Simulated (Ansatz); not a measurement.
PbH4 (H4Pb), relaxed as a singlet with RKS PBE0-D4/def2-TZVP in Ansatz, starting from the GFN2-xTB geometry. Force threshold 0.02 eV/Å.

In the def2 sets Pb takes a core potential; there is no spin–orbit coupling.

Start:

```
atom   x (Å)   y (Å)   z (Å)
 Pb1   0.000   0.001   0.000
  H2  -1.579   0.293   0.618
  H3   0.204  -1.686  -0.274
  H4   1.172   0.542   1.138
  H5   0.203   0.850  -1.483
```

```json
{"step": "1", "energy (eV)": "-5311.4237", "largest force component (eV/Å)": "0.395", "SCF passes": "19"}
{"step": "2", "energy (eV)": "-5311.4383", "largest force component (eV/Å)": "0.219", "SCF passes": "25"}
{"step": "3", "energy (eV)": "-5311.4462", "largest force component (eV/Å)": "0.013", "SCF passes": "25"}
```

Force components are those of the run's own axes.

End:

```csv
atom,x (Å),y (Å),z (Å)
Pb1,0.000,0.000,0.000
H2,-1.604,0.298,0.628
H3,0.208,-1.714,-0.278
H4,1.191,0.552,1.156
H5,0.206,0.864,-1.506
```

By distances, no bond broke or formed. The bond that changes most is Pb1–H5, from 1.72 to 1.75 Å (atoms count from 1).

No frequencies were taken in this run, so the end may be a saddle point.

It took 12 s on 4 threads of Intel Xeon on a shared host.
